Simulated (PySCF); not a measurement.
Species: C₄H₁₀Ge.
Structure used (PBE0-D3(BJ)/def2-SVP), in Å, numbered top down from 1:
```
atom  x, y, z in Å
C1     2.0562   -0.3621   -0.6706
Ge2    0.7298    0.3395    0.5778
C3    -0.8202    1.2166   -0.2870
C4    -1.5617   -0.1407   -0.2061
C5    -0.7995   -0.8696    0.9277
H6     2.6790    0.4508   -1.0722
H7     1.5490   -0.8587   -1.5109
H8     2.7135   -1.0935   -0.1774
H9     1.4197    1.0398    1.7714
H10   -1.2638    1.9681    0.3850
H11   -0.7256    1.6597   -1.2888
H12   -1.4275   -0.6905   -1.1528
H13   -2.6510   -0.0587   -0.0467
H14   -0.6896   -1.9580    0.8187
H15   -1.2363   -0.6610    1.9170
```

Method: PBE0-D3(BJ)/def2-SVP geometry optimisation, gas phase (PySCF).

Take the most abundant isotopes and a rigid rotor. The values belong to one conformer with, in the numbering `[CH3:1][GeH:2]1[CH2:3][CH2:4][CH2:5]1`, C1–Ge2–C3–C4 94°, Ge2–C3–C4–C5 22°, C3–C4–C5–Ge2 -22°, C1–Ge2–C5–C4 -93°.

Question: What are A, B and C (GHz)?

Answer: Ia = 92.00, Ib = 196.95, Ic = 205.11 u·Å²; 505379 MHz·u·Å²/I gives 5493, 2566 and 2464 MHz, that is A = 5.4932, B = 2.5661, C = 2.4640 GHz.

Question: Classify the top.

Answer: A near-prolate asymmetric top: κ = (2 × 2566 − 5493 − 2464)/(5493 − 2464) = -0.93.

Question: What does the inertial defect say?

Answer: Not planar: Δ = Ic − Ia − Ib = -83.84 u·Å². For a rigid frame Δ = −2 Σ m c², so Σ m c² = 41.92 u·Å² lies off the ab plane: 15.10 from hydrogen and 26.82 from heavier atoms. The atom farthest from that plane is 2.04 Å away.

Question: Which lines would a microwave search look for?

Answer: The dipole components are |μa| = 0.26 D, |μb| = 0.00 D, |μc| = 0.41 D; the mirror of this Cs structure is the ac plane, so μb vanishes by symmetry (the 0.01 D computed is a residue) and there are no b-type lines. Intensities carry the squares of the components, which stand as 0.40 : 1.00 (a : c). Some lines, for components of 0.1 D or more:

```tsv
type	branch	J(Ka,Kc)	MHz	lower level (cm⁻¹)
a	Q	2(1,1) ← 2(1,2)	306	0.598
c	Q	3(1,3) ← 3(0,3)	2683	1.006
c	Q	2(1,2) ← 2(0,2)	2828	0.503
c	Q	1(1,1) ← 1(0,1)	2927	0.168
a	R	1(0,1) ← 0(0,0)	5030	0.000
c	R	1(1,0) ← 0(0,0)	8059	0.000
c	Q	3(2,2) ← 3(1,2)	8630	1.116
c	Q	2(2,1) ← 2(1,1)	8782	0.608
a	R	2(0,2) ← 1(0,1)	10058	0.168
c	R	2(1,1) ← 1(0,1)	13191	0.168
c	Q	3(3,1) ← 3(2,1)	14880	1.405
a	R	3(1,3) ← 2(1,2)	14935	0.598
a	R	3(2,2) ← 2(2,1)	15090	0.901
a	R	3(1,2) ← 2(1,1)	15242	0.608
c	R	3(1,2) ← 2(0,2)	18376	0.503
c	R	3(2,2) ← 2(1,2)	24178	0.598
c	R	3(3,0) ← 2(2,0)	29980	0.901
c	R	3(3,1) ← 2(2,1)	29983	0.901
```

Question: Estimate the classical rotational partition function at 25 K, 298.15 K and 500 K.

Answer: Point group Cs, symmetry number σ = 1; q = (√π/σ)·√((kT/h)³/(ABC)), k/h = 20836.6 MHz/K: 3580 at 25 K, 147000 at 298.15 K, 320000 at 500 K.

Whether it is a minimum is left open (no frequencies). These are rigid-rotor constants of the computed structure; measured ground-state constants (B0) also hold zero-point vibration. A rigid rotor knows nothing of internal rotation, which can split or shift real lines.

Hardware: one thread, Arm Neoverse V2 (aarch64), shared host. Cost: 53 s of wall time, 0.55 GiB resident at most. These figures are those of the optimisation.
